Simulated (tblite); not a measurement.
C3H13Ge2N.
SMILES with atom numbers: `[CH3:1][CH2:2][C@H:3]([GeH3:4])[NH:5][GeH3:6]` (hydrogens: H7, H8, H9 on C1; H10, H11 on C2; H12 on C3; H13, H14, H15 on Ge4; H16 on N5; H17, H18, H19 on Ge6)

Computed with GFN2-xTB (tblite), gas phase: L-BFGS steps from a force-field or distance-geometry start until the largest atomic force falls under 0.01 eV/Å.

The end geometry, which sets the zero of energy:
```
atom  x, y, z in Å
C1     -1.6104   -1.6938    0.7417
C2     -1.5383   -0.3268    0.0748
C3     -0.1857    0.3527    0.2938
Ge4    -0.2390    2.2248   -0.4232
N5      0.8851   -0.4381   -0.2769
Ge6     2.5458   -0.4742    0.4153
H7     -2.5695   -2.1669    0.5431
H8     -0.8176   -2.3359    0.3649
H9     -1.4892   -1.5966    1.8185
H10    -2.3246    0.3216    0.4730
H11    -1.7086   -0.4354   -1.0007
H12     0.0041    0.4090    1.3723
H13    -0.4916    2.2131   -1.9024
H14     1.0683    2.9347   -0.2356
H15    -1.3010    3.0831    0.1950
H16     0.7986   -0.5060   -1.2822
H17     3.2559   -1.5614   -0.3213
H18     2.3667   -0.7993    1.8630
H19     3.3415    0.8048    0.3097
```

Question: These geometries come from the run, each turned onto the end geometry. Order them by energy, lowest first.
A.
```
atom  x, y, z in Å
C1     -1.8252   -1.6431    0.6932
C2     -1.5462   -0.2638    0.0998
C3     -0.1686    0.2801    0.4949
Ge4    -0.0738    2.0695   -0.3234
N5      0.8602   -0.6239    0.0262
Ge6     2.6166   -0.3024    0.2618
H7     -2.3505   -2.2820   -0.0186
H8     -0.8754   -2.1132    0.9471
H9     -2.4286   -1.5903    1.5988
H10    -2.3317    0.4478    0.3906
H11    -1.5606   -0.3311   -0.9965
H12    -0.0902    0.3211    1.5808
H13    -0.3195    1.8554   -1.7776
H14     1.2551    2.7289   -0.1835
H15    -1.1283    2.9727    0.2156
H16     0.6477   -0.8357   -0.9382
H17     3.3447   -1.1575   -0.7199
H18     3.0009   -0.6524    1.6514
H19     2.9640    1.1293    0.0202
```
B.
```
atom  x, y, z in Å
C1     -1.6376   -1.6900    0.7543
C2     -1.5386   -0.3385    0.0618
C3     -0.1876    0.3400    0.2984
Ge4    -0.2350    2.2187   -0.3993
N5      0.8900   -0.4385   -0.2796
Ge6     2.5618   -0.4597    0.3932
H7     -2.5859   -2.1718    0.5257
H8     -0.8282   -2.3357    0.4234
H9     -1.5677   -1.5675    1.8334
H10    -2.3310    0.3166    0.4342
H11    -1.6880   -0.4654   -1.0147
H12    -0.0053    0.3794    1.3788
H13    -0.4450    2.2068   -1.8861
H14     1.0670    2.9248   -0.1698
H15    -1.3109    3.0739    0.2000
H16     0.8054   -0.4871   -1.2868
H17     3.2619   -1.5634   -0.3281
H18     2.4073   -0.7488    1.8494
H19     3.3580    0.8155    0.2346
```
C.
```
atom  x, y, z in Å
C1     -1.6623   -1.6654    0.7852
C2     -1.5300   -0.3554    0.0183
C3     -0.1794    0.3189    0.2714
Ge4    -0.2268    2.2254   -0.3578
N5      0.8937   -0.4756   -0.2909
Ge6     2.5761   -0.4564    0.3489
H7     -2.5807   -2.1804    0.5157
H8     -0.8137   -2.3064    0.5601
H9     -1.6729   -1.4761    1.8558
H10    -2.3323    0.3283    0.3126
H11    -1.6322   -0.5451   -1.0546
H12    -0.0093    0.3511    1.3542
H13    -0.3798    2.3160   -1.8455
H14     1.0271    2.9744   -0.0182
H15    -1.3630    2.9921    0.2484
H16     0.7893   -0.5730   -1.2925
H17     3.2572   -1.6077   -0.3173
H18     2.4573   -0.6588    1.8241
H19     3.3722    0.8036    0.1047
```
D.
```
atom  x, y, z in Å
C1     -1.6703   -1.6624    0.7821
C2     -1.5305   -0.3546    0.0186
C3     -0.1818    0.3142    0.2704
Ge4    -0.2293    2.2143   -0.3720
N5      0.8939   -0.4907   -0.2661
Ge6     2.5880   -0.4514    0.3538
H7     -2.5731   -2.1914    0.4825
H8     -0.8100   -2.3003    0.5992
H9     -1.7265   -1.4631    1.8505
H10    -2.3237    0.3309    0.3258
H11    -1.6420   -0.5257   -1.0542
H12    -0.0251    0.3633    1.3539
H13    -0.3720    2.3662   -1.8593
H14     1.0304    2.9405   -0.0155
H15    -1.3720    2.9544    0.2533
H16     0.8022   -0.5919   -1.2692
H17     3.2627   -1.5888   -0.3413
H18     2.5015   -0.6670    1.8335
H19     3.3681    0.8130    0.0768
```
E.
```
atom  x, y, z in Å
C1     -1.8004   -1.6917    0.7405
C2     -1.5386   -0.3311    0.0965
C3     -0.1678    0.2890    0.4037
Ge4    -0.1568    2.1695   -0.3684
N5      0.8979   -0.5496   -0.1065
Ge6     2.6541   -0.3484    0.2881
H7     -2.4903   -2.2578    0.1137
H8     -0.8677   -2.2408    0.8518
H9     -2.2509   -1.6059    1.7271
H10    -2.3225    0.3758    0.3872
H11    -1.6194   -0.4442   -0.9907
H12    -0.0180    0.3869    1.4888
H13    -0.3537    2.1711   -1.8552
H14     1.1446    2.8747   -0.1010
H15    -1.2266    3.0585    0.1951
H16     0.6810   -0.8425   -1.0515
H17     3.3662   -1.3339   -0.5786
H18     2.8337   -0.6925    1.7325
H19     3.2254    1.0222    0.0496
```

Answer: B (0.002 eV), C (0.010 eV), D (0.018 eV), E (0.108 eV), A (0.240 eV).

In the order of the answer:

| step | E above end (eV) | largest force (eV/Å) | rms force component (eV/Å) | rms distance from end (Å) | rms bond change (Å) | bond most changed (Å) |
| --- | --- | --- | --- | --- | --- | --- |
| 80 | 0.002 | 0.06 | 0.015 | 0.044 | 0.001 | N5–Ge6 +0.003 |
| 50 | 0.010 | 0.07 | 0.017 | 0.133 | 0.001 | C3–Ge4 +0.003 |
| 39 | 0.018 | 0.09 | 0.032 | 0.148 | 0.002 | N5–Ge6 +0.005 |
| 24 | 0.108 | 0.21 | 0.069 | 0.321 | 0.008 | C3–Ge4 +0.027 |
| 7 | 0.240 | 0.39 | 0.121 | 0.449 | 0.011 | C3–Ge4 -0.035 |

The cost below is that of the whole relaxation. Hardware: one thread of an Arm Neoverse V2, shared host. Cost: 0.58 s of wall time.
